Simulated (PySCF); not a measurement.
System: sum formula SiN3H6, net charge 0, doublet state. It need not be the lowest isomer of its formula. 
Geometry from a B3LYP-D3(BJ)/def2-TZVP (Ansatz) optimisation:
```xyz
10

N      0.4682     1.3125    -0.8422
Si    -0.0709     0.1886     0.3602
N      1.1467    -1.0327     0.5191
N     -1.5038    -0.5755    -0.2418
H      0.9933     2.1327    -0.5825
H     -0.1408     1.4960    -1.6262
H      1.2697    -1.5280     1.3884
H      2.0280    -0.8874     0.0483
H     -2.4153    -0.1996    -0.0321
H     -1.5206    -1.5840    -0.2852
```
Charge 0, spin multiplicity 2.

Dispersion corrections to the total energy (kcal/mol) from the dftd3 and dftd4 libraries through PySCF: D3(BJ) without and D4 with the three-body term, each with the damping fitted for the functional named.

```tsv
functional	D3(BJ)	D4
BLYP	?	-9.97
revPBE	-11.53	-14.19
LC-wPBE	-4.31	-4.97
PW6B95	-2.32	?
TPSS	-5.75	?
BP86	-7.32	-5.90
TPSSh	-5.28	-5.46
```

What belongs in the gaps?


- BLYP, D3(BJ): -9.82
- PW6B95, D4: -4.04
- TPSS, D4: -6.03
